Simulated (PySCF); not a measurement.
SMILES [Sn]([Cl])([Cl])([F])[F], CAM-B3LYP/def2-SVP optimised geometry. Atoms within 1.6 Å of the plane z = 1.0 Å (x, y, z in Å): F1 (1.33, -1.08, 0.00), Sn2 (-0.57, -1.08, 0.00), F3 (-1.07, -1.93, 1.63), Cl5 (-1.33, 1.08, 0.00).

Calculation: CAM-B3LYP/def2-TZVP, def2 effective core potentials past Kr run with PySCF 2.14.0. The core electrons that the potentials of Sn replace are not part of the density.

Map of the electron localisation function on the plane z = 1.0 Å:

```
|0000000000000000000000000000000|
|0000000000000000000000000000000|
|0000000000000000000000000000000|
|0000000011111000000000000000000|
|0000001222332210000000000000000|
|0000123345554321000000000000000|
|0001235667776543100000000000000|
|0012356788888754210000000000000|
|0013568899998865310000000000000|
|0024678999999875310000000000000|
|0124689999999875310000000000000|
|0124688999998764200000000000000|
|0124678999988753100000000000000|
|0023567888876531000000000000000|
|0012355666654321000000000000000|
|0001223334332210000011111000000|
|0000001111211111000123321000000|
|0000000001111111011345432100000|
|0000000001111111112456543100000|
|0000000011111111112466653200000|
|0000001123221111112466653200000|
|0000012355542111112456643100000|
|0000013567875321001245542100000|
|0000023578887531000133321100000|
|0000023578888631000012211000000|
|0000013578887631000001100000000|
|0000012456776431000000000000000|
|0000001245554321000000000000000|
|0000000123332210000000000000000|
|0000000011111100000000000000000|
|0000000000000000000000000000000|
```
Scale: ten equal steps from 0.000 (start of '0') to 0.881 (end of '9'), in the order '0123456789'; x runs from -3.50 to 3.50, y from -3.50 (bottom) to 3.50 (top).
